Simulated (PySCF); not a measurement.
Distorted geometries of [Pr(H2O)5]3+

[Pr(H2O)5]3+ (singlet in the valence; each metal's 4f electrons, 2 of them, lie in its core potential, out of spins and levels). PySCF 2.14.0, RKS r2SCAN, Pr lcecp-1-SVP with ECP48, O def2-SVP, H def2-SVP; non-relativistic Hamiltonian with scalar-relativistic core potentials where named; density fitting; no spin-orbit coupling. Relaxed geometry:

```xyz
16

Pr    0.0011    0.0000    0.0000
O    -0.4925    0.0440    2.4014
H    -0.8632    0.7760    2.9394
H    -0.3835   -0.6811    3.0532
O    -0.4925   -0.0440   -2.4014
H    -0.8632   -0.7760   -2.9394
H    -0.3835    0.6811   -3.0532
O     2.4216    0.0000    0.0000
H     3.0315   -0.1334   -0.7591
H     3.0315    0.1334    0.7591
O    -0.8952    2.2721   -0.0333
H    -0.4318    3.1144    0.1662
H    -1.8017    2.5642   -0.2708
O    -0.8952   -2.2721    0.0333
H    -1.8017   -2.5642    0.2708
H    -0.4318   -3.1144   -0.1662
```

Question: Order these distorted geometries by energy above the relaxed one, lowest first.
A.
```xyz
16

Pr    0.0930    0.0515    0.0127
O    -0.5034    0.0075    2.5308
H    -0.9630    0.8687    3.0786
H    -0.2862   -0.6820    2.9591
O    -0.4303    0.0044   -2.2401
H    -0.9229   -0.8568   -3.0067
H    -0.3967    0.7706   -3.1620
O     2.2207   -0.0577   -0.0108
H     2.9504    0.0381   -0.7553
H     3.0219    0.1452    0.5922
O    -0.9430    2.3333    0.1247
H    -0.2335    3.0322    0.2094
H    -1.7131    2.4387   -0.2589
O    -0.8980   -2.2207    0.0105
H    -1.7600   -2.6548    0.1842
H    -0.4861   -3.2181   -0.2684
```
B.
```xyz
16

Pr    0.0229   -0.0017   -0.0358
O    -0.4706    0.0313    2.4270
H    -0.8598    0.7767    2.9345
H    -0.3764   -0.6564    3.0421
O    -0.5417   -0.0972   -2.4112
H    -0.9084   -0.7811   -2.9343
H    -0.3789    0.7338   -3.1159
O     2.4437   -0.0247    0.0098
H     3.0363   -0.0753   -0.7093
H     3.0033    0.0951    0.7517
O    -0.8894    2.2680   -0.0252
H    -0.4422    3.1453    0.1285
H    -1.8205    2.5934   -0.2574
O    -0.8600   -2.3012    0.0551
H    -1.8360   -2.5882    0.2656
H    -0.3726   -3.1177   -0.1253
```
C.
```xyz
16

Pr   -0.0219    0.0429    0.0085
O    -0.4629    0.0689    2.4576
H    -0.8631    0.7875    2.8938
H    -0.3607   -0.7514    2.9603
O    -0.4816   -0.1210   -2.3086
H    -1.0659   -0.7981   -2.9045
H    -0.3411    0.7608   -3.1632
O     2.4337   -0.0133   -0.0603
H     3.0433   -0.1511   -0.7149
H     3.1143    0.1378    0.7494
O    -0.9187    2.2692    0.0130
H    -0.4737    3.0930    0.1595
H    -1.7440    2.5987   -0.2975
O    -0.8993   -2.3037    0.1847
H    -1.8580   -2.4912    0.2700
H    -0.3506   -3.1291   -0.2477
```

Answer: B (0.65 eV), C (2.03 eV), A (5.07 eV).

Question: Which forces (eV/Å) act in the one that lies 0.65 eV up?

Answer: 
```
Pr  -0.29 -0.20  0.32
O   -0.32  2.34 -2.34
H    0.08 -0.15  0.01
H    0.29 -2.18  2.01
O    1.71  4.81 -0.70
H   -0.98 -1.74 -1.51
H   -0.68 -3.02  2.26
O   -3.03 -0.02  0.11
H    1.69 -0.22 -2.17
H    1.44  0.27  2.05
O   -0.99  1.21 -0.31
H   -0.04 -0.63  0.00
H    1.06 -0.65  0.29
O   -2.24  0.47  0.50
H    2.21  0.38 -0.47
H    0.10 -0.68 -0.05
```
Forces carry noise of the integration grid, about 0.01 to 0.03 eV/Å.

No frequency check is given that shows the relaxed geometry to be a minimum. An lcecp potential fixes the number of 4f electrons, so in runs with it no electron can move into or out of that shell.
